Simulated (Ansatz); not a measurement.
Basis-set extrapolation for CH$_{6}$F$_{2}$O$_{2}$Si$_{2}$ (`C[SiH](O)[Si](O)(F)F`) (PBE0-D4/def2-TZVP geometry, frozen core, Ansatz). Multiplicity 1, RHF reference.

|  | def2-TZVPP | def2-QZVPP |
| --- | --- | --- |
| HF | -968.298797 | -968.336501 |
| MP2 correlation | -1.386214 | -1.505684 |
| CCSD(T) correlation | -1.468189 | not run |

Energies in hartree. Use E(X) = E(∞) + A·exp(−7.88·√X) for Hartree–Fock and E(X) = E(∞) + B·X^(−2.97) for correlation, with X = 3 and 4, and add CCSD(T) minus MP2 of the smaller set to the MP2 limit.

Task: What is the CCSD(T) energy at the basis-set limit?

Result: HF limit: -968.336501 + (-0.037704) × 0.13774 = -968.34169. MP2 limit: -1.505684 + (-0.119470) × 0.74074 = -1.59418. Higher-order term: -1.468189 − (-1.386214) = -0.08197. Total: -970.01784 hartree, 658.6 kJ/mol below CCSD(T)/def2-TZVPP.
